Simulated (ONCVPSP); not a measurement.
**What one change does to a pseudopotential (Si, ONCV)**

- Element: silicon (Si)
- Generator: ONCVPSP 4.0.1
- Type: optimised norm-conserving Vanderbilt (ONCV)
- Functional: PBE
- Relativity: scalar-relativistic
- Frozen core: [Ne]
- Valence charge: 4
- Reference configuration: 3s1.75 3p2.25
- Partial waves: 3s: rc 1.75 bohr, ncon 5, nbas 8, qcut 4.3 1/bohr, 1 projector; 3p: rc 2.25 bohr, ncon 4, nbas 9, qcut 2.9 1/bohr, 1 projector; d scattering state at 0.45 Ha: rc 1.75 bohr, ncon 4, nbas 9, qcut 6.5 1/bohr, 2 projectors, debl 1.8 Ha
- Local potential: polynomial inside 1.10 bohr (lpopt 5, dvloc0 6 Ha)
- Core correction: Teter function, fcfact 3, rcfact 1.65

Change: core correction Teter function, fcfact 3, rcfact 1.3.

Cutoffs: the cutoffs (Ha) at which the residual kinetic energy of the hardest occupied pseudo-wave falls to 1 and 0.1 mHa per electron; they do not see the model core or the augmentation charge, which bear on the density cutoff. Errors are all-electron minus pseudo energies relative to the spin-unpolarised reference configuration.

**Question.** What does the change do?

**Answer.** The potential gets neither clearly harder nor softer (7.8 Ha and 12 Ha → 7.8 Ha and 12 Ha); of the 4 tests that both files solve, the error grows in 1 and shrinks in 2 by more than 15 % and 0.3 meV (median size 1.0 → 1.7 meV); neither file shows a bound ghost. A model core, the more so a compact one, raises the density cutoff, which this test does not measure.

| quantity | base | changed |
| --- | --- | --- |
| cutoff, loose | 7.8 Ha | 7.8 Ha |
| cutoff, tight | 12 Ha | 12 Ha |
| bound ghosts | none | none |
| GHOST(+) flags under 300 eV | none | none |
| error for 3s2 3p2, meV [ΔE -1.69 eV] | -0.1 | +0.2 |
| error for 3s2 3p1, meV [ΔE 6.05 eV] | +1.4 | +0.5 |
| error for 3s2 3p0, meV [ΔE 22.04 eV] | -11 | +2.9 |
| error for 3s1 3p2, meV [ΔE 13.48 eV] | -0.5 | +5.3 |
| s: phases at 1.78 bohr within 0.05 rad from the reference energy up to (Ha; the scan ends near 5) | 1.6 | 1.6 |
| p: phases at 2.29 bohr within 0.05 rad from the reference energy up to (Ha; the scan ends near 5) | 1.4 | 1.4 |
| d: phases at 1.78 bohr within 0.05 rad from the reference energy up to (Ha; the scan ends near 5) | 4.5 | 4.5 |
| rms error of d²Exc/dni dnj with the model core, mHa | 1.95 | 0.40 |

Base: The cutoffs count occupied waves only; projector 2 of the d channel, the hardest unoccupied one, needs 20 Ha at the loose tolerance. Changed file: The cutoffs count occupied waves only; projector 2 of the d channel, the hardest unoccupied one, needs 20 Ha at the loose tolerance.
